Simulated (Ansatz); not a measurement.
ClGeH5OSi, SMILES [SiH2](Cl)[O][GeH3]. Atoms are numbered in the order given.

```xyz
9

Si     1.5117     0.1730    -0.6953
Cl     1.5804     0.9849     1.2177
O      0.0137    -0.4310    -0.9677
Ge    -1.5327    -0.4963    -0.0696
H      2.5304    -0.9069    -0.7586
H      1.8228     1.2670    -1.6520
H     -1.9789     0.9421     0.2355
H     -2.5038    -1.2025    -1.0235
H     -1.3110    -1.3036     1.2187
```

The structure is a stationary point at PBE0-D3(BJ)/def2-SVP. The structure was generated by enumeration, and PubChem lists no compound with its InChIKey, so it may never have been made. One conformer was computed; it need not be the lowest.

Two levels are set side by side: PBE-D3(BJ)/def2-SVP (Ansatz, a program for electronic structure) and PBE0-D3(BJ)/def2-SVP (Ansatz). Each level has its own optimised geometry; the coordinates shown are those of the second. Differences are taken from unrounded values.

```
quantity              PBE0-D3(BJ)
--------------------  -----------
mean bond length (Å)        1.636
bond Si1–Cl2 (Å)            2.079
bond Si1–O3 (Å)             1.638
bond O3–Ge4 (Å)             1.790
bond Si1–H5 (Å)             1.486
bond Si1–H6 (Å)             1.486
bond Ge4–H7 (Å)             1.537
bond Ge4–H8 (Å)             1.534
bond Ge4–H9 (Å)             1.536
```

Question: What does PBE-D3(BJ) give, and how far is it from PBE0-D3(BJ)? (Estimate from the structure and the level; the computed values follow.)

Answer: 
```json
[
 {"quantity": "mean bond length (Å)", "PBE-D3(BJ)": "1.651", "PBE-D3(BJ) minus PBE0-D3(BJ)": "0.015"},
 {"quantity": "bond Si1–Cl2 (Å)", "PBE-D3(BJ)": "2.092", "PBE-D3(BJ) minus PBE0-D3(BJ)": "0.013"},
 {"quantity": "bond Si1–O3 (Å)", "PBE-D3(BJ)": "1.658", "PBE-D3(BJ) minus PBE0-D3(BJ)": "0.020"},
 {"quantity": "bond O3–Ge4 (Å)", "PBE-D3(BJ)": "1.813", "PBE-D3(BJ) minus PBE0-D3(BJ)": "0.024"},
 {"quantity": "bond Si1–H5 (Å)", "PBE-D3(BJ)": "1.496", "PBE-D3(BJ) minus PBE0-D3(BJ)": "0.010"},
 {"quantity": "bond Si1–H6 (Å)", "PBE-D3(BJ)": "1.501", "PBE-D3(BJ) minus PBE0-D3(BJ)": "0.014"},
 {"quantity": "bond Ge4–H7 (Å)", "PBE-D3(BJ)": "1.552", "PBE-D3(BJ) minus PBE0-D3(BJ)": "0.015"},
 {"quantity": "bond Ge4–H8 (Å)", "PBE-D3(BJ)": "1.546", "PBE-D3(BJ) minus PBE0-D3(BJ)": "0.012"},
 {"quantity": "bond Ge4–H9 (Å)", "PBE-D3(BJ)": "1.548", "PBE-D3(BJ) minus PBE0-D3(BJ)": "0.011"}
]
```

GGA bonds tend to be longer and softer than those of functionals with exact exchange. Differences between two approximate levels are no errors against the true value.
